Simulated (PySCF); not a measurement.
PySCF input file for I2Zr, SMILES [I][Zr][I], multiplicity 1, C-PCM-B3LYP/def2-SVP. Geometry: B3LYP-D3(BJ)/def2-SVP. A frequency run showed that this geometry is not a minimum. The multiplicity is an assumed one; other spin states were not compared. The def2 effective core potentials stand for the cores of I, Zr; spin–orbit coupling is left out.

```python
import numpy as np
from pyscf import gto, scf, dft
from pyscf.solvent import pcm

mol = gto.M(
    atom='''
    Zr    0.00000000    0.00000000    0.00000000
    I     0.00000000    0.00000000   -2.69487860
    I     0.00000000    0.00000000    2.69487860
    ''',
    basis='def2-SVP',
    ecp={'I': 'def2-svp', 'Zr': 'def2-svp'},
    charge=0,
    spin=0,
    max_memory=1600,
    verbose=3,
)
mf = dft.RKS(mol, xc='b3lyp').density_fit(auxbasis='def2-universal-jkfit')
mf.grids.level = 3
mf.conv_tol = 1e-9
mf.max_cycle = 100
mf.kernel()
res = {}
for name, eps in {'water': 78.355, 'acetone': 20.493, '2-propanol': 19.264}.items():
    s = mf.PCM()
    s.with_solvent.method, s.with_solvent.eps, s.with_solvent.lebedev_order = 'C-PCM', eps, 29
    s.kernel(mf.make_rdm1())
    res[name] = (s.e_tot, eps, s.dip_moment(), s.mo_energy, s.converged)
    print(f'{name}: electrostatic solvation free energy {(s.e_tot - mf.e_tot) * 627.509474:.3f} kcal/mol')
```

Log of the run:

```
converged SCF energy = -642.664973851774

WARN: PCM is an experimental feature. It is still in testing.
Features and APIs may be changed in the future.

converged SCF energy = -642.676207110165
Dipole moment(X, Y, Z, Debye):  0.00000, -0.00000, -0.00000
water: electrostatic solvation free energy -7.049 kcal/mol

WARN: PCM is an experimental feature. It is still in testing.
Features and APIs may be changed in the future.

converged SCF energy = -642.675698336241
Dipole moment(X, Y, Z, Debye):  0.00000, -0.00000, -0.00000
acetone: electrostatic solvation free energy -6.730 kcal/mol

WARN: PCM is an experimental feature. It is still in testing.
Features and APIs may be changed in the future.

converged SCF energy = -642.675654845026
Dipole moment(X, Y, Z, Debye):  0.00000, -0.00000, -0.00000
2-propanol: electrostatic solvation free energy -6.702 kcal/mol
```

The calculation finished and met its thresholds.

Cost: very roughly 40 core-seconds.
